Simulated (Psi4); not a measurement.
Method: SAPT0/jun-cc-pVDZ, frozen core run with Psi4.

Psi4 input:

```
molecule {
0 1
F 0.46223924 0.00000000 0.00000000
H -0.46223924 -0.00000000 -0.00000000
--
-1 1
F -1.80454575 0.00000000 0.00000006
units angstrom
symmetry c1
no_reorient
no_com
}
set basis jun-cc-pvdz
set scf_type df
set freeze_core true
energy('sapt0')
```

Part of the output:

```
    SAPT Results
  --------------------------------------------------------------------------------------------------------
    Electrostatics                -89.86445041 [mEh]     -56.39079399 [kcal/mol]    -235.93908204 [kJ/mol]
      Elst10,r                    -89.86445041 [mEh]     -56.39079399 [kcal/mol]    -235.93908204 [kJ/mol]

    Exchange                       68.77449442 [mEh]      43.15664680 [kcal/mol]     180.56741022 [kJ/mol]
      Exch10                       68.77449442 [mEh]      43.15664680 [kcal/mol]     180.56741022 [kJ/mol]
      Exch10(S^2)                  66.85474980 [mEh]      41.95198887 [kcal/mol]     175.52712141 [kJ/mol]

    Induction                     -37.76425033 [mEh]     -23.69742485 [kcal/mol]     -99.15002558 [kJ/mol]
      Ind20,r                     -49.03343252 [mEh]     -30.76894344 [kcal/mol]    -128.73725935 [kJ/mol]
      Exch-Ind20,r                 24.89689299 [mEh]      15.62303622 [kcal/mol]      65.36678355 [kJ/mol]
      delta HF,r (2)              -13.62771080 [mEh]      -8.55151763 [kcal/mol]     -35.77954978 [kJ/mol]

    Dispersion                     -5.79718208 [mEh]      -3.63778668 [kcal/mol]     -15.22049947 [kJ/mol]
      Disp20                       -9.07183557 [mEh]      -5.69266276 [kcal/mol]     -23.81810100 [kJ/mol]
      Exch-Disp20                   3.27465348 [mEh]       2.05487608 [kcal/mol]       8.59760153 [kJ/mol]
      Disp20 (SS)                  -4.53591778 [mEh]      -2.84633138 [kcal/mol]     -11.90905050 [kJ/mol]
      Disp20 (OS)                  -4.53591778 [mEh]      -2.84633138 [kcal/mol]     -11.90905050 [kJ/mol]
      Exch-Disp20 (SS)              1.85022153 [mEh]       1.16103154 [kcal/mol]       4.85775595 [kJ/mol]
      Exch-Disp20 (OS)              1.42443195 [mEh]       0.89384455 [kcal/mol]       3.73984558 [kJ/mol]

  Total HF                        -58.85420632 [mEh]     -36.93157204 [kcal/mol]    -154.52169740 [kJ/mol]
  Total SAPT0                     -64.65138840 [mEh]     -40.56935872 [kcal/mol]    -169.74219687 [kJ/mol]
```
